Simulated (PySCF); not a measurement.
A calculated (r2SCAN, PySCF 2.14, aug-cc-pVDZ, no relativity, point nucleus) atom or ion has these occupied shells.

```csv
shell,electrons,orbital energy (eV),"rms radius, mean of both spins (bohr)"
1s α,1,-6404.7,0.0713
1s β,1,-6404.6,0.0713
2s α,1,-749.89,0.306
2s β,1,-747.09,0.306
2p α,3,-642.28,0.275
2p β,3,-640.15,0.275
3s α,1,-97.457,0.925
3s β,1,-90.635,0.925
3p α,3,-66.281,0.989
3p β,3,-59.446,0.989
3d α,5,-17.024,1.32
4s α,1,-12.674,2.96
```

(1) Name the element and its charge.

Results:

(1) Mn⁺ (manganese, charge +1), in [Ar] 3d5 4s1, high-spin 7S determinant.
